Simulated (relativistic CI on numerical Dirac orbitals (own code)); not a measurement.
## Bi XI: q coefficients and field-shift factors

These numbers are calculated, not measured: Dirac-Coulomb-Breit CI, separate exchange-only KLI orbitals for each configuration, derivatives by finite differences, unscaled Slater integrals, QED left out (own radial code, finite nucleus).

Configurations in the expansion (outside the closed core [Kr] 4d10 4f14 5p6): 5s²5d⁵, 5s²5d⁴6s, 5s²5d⁴5f, 5s5d⁶, 5d⁷, 5s²5d³6s², 5s²5d²5f6s². Double excitations out of closed p, d and f shells are left out; levels of such configurations are missing from the list, as are those of other unlisted configurations, and high levels can miss mixing partners.

With x = (α/α₀)² − 1 an excitation energy changes as ω = ω₀ + qx; K = 2q/ω₀ is the relative enhancement. Terms are leading LS components, so labels can repeat. The field-shift factor is F = δν/δ⟨r²⟩ for the transition from the lowest level.

Lowest level 5s²5d⁵ ⁶S5/2.

```tsv
Level	ω₀ (cm⁻¹)	q (cm⁻¹)	K	F (GHz/fm²)
5s²5d⁵ ²F5/2	24207.2	-241.6	-0.02	0.705
5s²5d⁵ ⁴G7/2	39003.5	9933	0.509	1.72
5s²5d⁵ ⁴D3/2	39993.8	9803	0.49	1.6
5s²5d⁵ ⁴G11/2	42100.0	11760	0.559	1.81
5s²5d⁵ ⁴D5/2	45483.8	19570	0.861	2.51
5s²5d⁵ ⁴G9/2	45566.0	15300	0.672	2.18
5s²5d⁵ ⁴P1/2	48434.8	16780	0.693	2.59
5s²5d⁵ ⁴D7/2	56581.0	17780	0.628	2.38
5s²5d⁵ ²D5/2	59393.9	24440	0.823	3.81
5s²5d⁵ ⁴D7/2	65289.9	28430	0.871	3.17
5s²5d⁵ ²I11/2	66973.2	33950	1.01	4
5s²5d⁵ ²D3/2	67875.2	23180	0.683	4.29
5s²5d⁵ ⁴D1/2	69337.4	38890	1.12	4.82
```

At this charge energies of transitions that change n are usually good to better than 1 %, and those within a shell (Δn = 0) to a few per cent. Terms inside the open d or f shell come out 10 to 20 % too wide with unscaled integrals. Levels and lines within the n = 5 or 6 shells can be off by up to 10 % or somewhat more, and those that change n by about 2 %, since core polarisation is missing.
